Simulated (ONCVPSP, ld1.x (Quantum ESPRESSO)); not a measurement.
# Hardness and transferability of assorted potentials

Generated with ld1.x 7.5 (TM, RRKJ, ultrasoft, PAW), atompaw 4.2 or ONCVPSP 4.0.1. The cutoff is in Ry: for ld1.x and atompaw files where the sum of valence levels is converged to 10 mRy in a Bessel basis, for ONCV files where the hardest occupied wave has 1 mHa per electron of residual kinetic energy. The error is the largest all-electron minus pseudo excitation energy over each file’s own four to seven test configurations (ionisations up to +4, promotions, holes and added fractions of an electron), all of which were solved. The labels leave out finer settings (local radius, basis sizes, second energies), which also bear on the numbers. Spin-polarised tests are not counted. The rows are a selection from randomly drawn settings: files with unsolved tests, undetermined cutoffs or missed reference levels are left out.

A true bound ghost makes a file unfit for plane-wave use even where its test errors are small: the radial tests pick states by their node count and pass the ghost by.

| element | potential | cutoff (Ry) | largest error (meV) | bound ghosts |
| --- | --- | --- | --- | --- |
| Cl | TM, PBE, scalar-relativistic, rc 1.20/1.35/1.30 (spd), local smoothed, core correction yes, reference 3s1.5 3p5.5 | 35 | +110 | none |
| Ga | RRKJ, PBEsol, scalar-relativistic, rc 1.55/1.65 (sp), local smoothed, core correction yes, reference 4s1 4p2 | 35 | -86 | none |
| Ge | ONCV, LDA (Perdew-Zunger), fully relativistic, rc 1.15/1.30/1.30 (spd), local smoothed, core correction yes, reference 3s2 3p6 3d10 4s2 4p2, qcut 11.4/13.3/11.7, projectors 2/2/3 | 117 | +272 | none |
| Sb | ultrasoft, LDA (PZ), scalar-relativistic, rc 2.10/2.50 (sp), local smoothed, core correction no, reference 5s2 5p3 | 8 | +459 | none |
| Cs | TM semilocal, PBE, scalar-relativistic, rc 3.70/4.20/4.20 (spd), local d, core correction yes, reference 5d0 6s0.75 6p0.25 | 6 | -6.2 | none |
| Os | ONCV, PBEsol, scalar-relativistic, rc 2.55/2.20/1.65/0.95 (spdf), local f, core correction yes, reference 4f14 5d6 6s2, qcut 2.6/3.2/5.2/16.8, projectors 2/1/2/0 | 266 | -648 | s, p |
| Pt | TM, PBE, scalar-relativistic, rc 1.55/1.35/1.85 (spd), local smoothed, core correction no, reference 5s2 5p6 5d7 6s0 6p0 | 100 | -827 | none |
| Tl | TM, PBE, scalar-relativistic, rc 2.25/2.50/2.40 (spd), local s, core correction no, reference 6s2 6p1 | 18 | +186 | d |

Q: Fill in the row for Cr: ONCV, PBEsol, scalar-relativistic, rc 4.70/4.42/1.28/4.52 (spdf), local smoothed, core correction yes, reference 3d5 4p1, qcut 1.8/2.3/9.9/2.8, projectors 2/2/2/2.

A: cutoff 89 Ry, largest error -435 meV, bound ghosts: s.
